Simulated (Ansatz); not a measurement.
A run for Ansatz (a program for electronic structure): R-B3LYP/def2-TZVPP on C2H6Sn (SMILES [CH3][Sn][CH3]). Elements past Kr take the def2 small-core potentials; no spin–orbit coupling.

Ansatz 0.2 input:
```yaml
crystal:
  periodic: [false, false, false]
  atoms:
    - {symbol: C, position_ang: [-1.57687247, -0.16762390, 0.11913223]}
    - {symbol: Sn, position_ang: [0.02873756, -1.35566979, -0.83387419]}
    - {symbol: C, position_ang: [1.57753326, 0.13687126, -0.31310009]}
    - {symbol: H, position_ang: [-1.33481087, -0.02190534, 1.17581923]}
    - {symbol: H, position_ang: [-2.55584930, -0.63829269, 0.03926532]}
    - {symbol: H, position_ang: [-1.61553579, 0.82200866, -0.34486264]}
    - {symbol: H, position_ang: [2.57269539, -0.15095027, -0.64942723]}
    - {symbol: H, position_ang: [1.31235064, 1.09864853, -0.76153626]}
    - {symbol: H, position_ang: [1.59175159, 0.27691355, 0.77148704]}
basis:
  gaussian:
    orbitals: def2-TZVPP
hamiltonian:
  xc: {name: B3LYP}
scf: {lower_state_search: off}
```

It printed:

```
WARN ansatz: RAYON_NUM_THREADS=1 ignored (pool sized by the plan → 1); use --threads N
Functional definition: B3LYP
these checks for a lower state are left out or cut short: stability, starts, cluster_reference, orbital_swaps, neighbouring_geometries, increment
integrals: 0.09 GiB planned
1146 factors; their error is unknown
mean field: 0.91 GiB planned
mean field evaluation 1: about -7989.7806 eV, gradient 8.3e1 eV
mean field evaluation 2: about -7961.8460 eV, gradient 1.2e2 eV
mean field evaluation 4: about -8005.9866 eV, gradient 5.5e0 eV
mean field evaluation 8: about -8006.0972 eV, gradient 6.6e-2 eV
mean field evaluation 16: about -8006.0972 eV, gradient 1.6e-6 eV
mean field -8006.09724811 eV, -294.2186471405 hartree, gradient 1.6e-6 eV, S^2 0.000000; 0 other end points of the search recorded, 0 dependent functions left out
reference -8006.09750975 eV, -294.2186567554 hartree; 20, 20 occupied and 176, 176 virtual orbitals, 1146 factors
Total energy: -8006.09750975 eV, -294.2186567554 hartree
Checks for a lower state left out: stability, starts, cluster_reference, orbital_swaps, neighbouring_geometries, increment
```

The calculation finished and met its thresholds.

Cost: about 5 core-seconds (a rough figure).
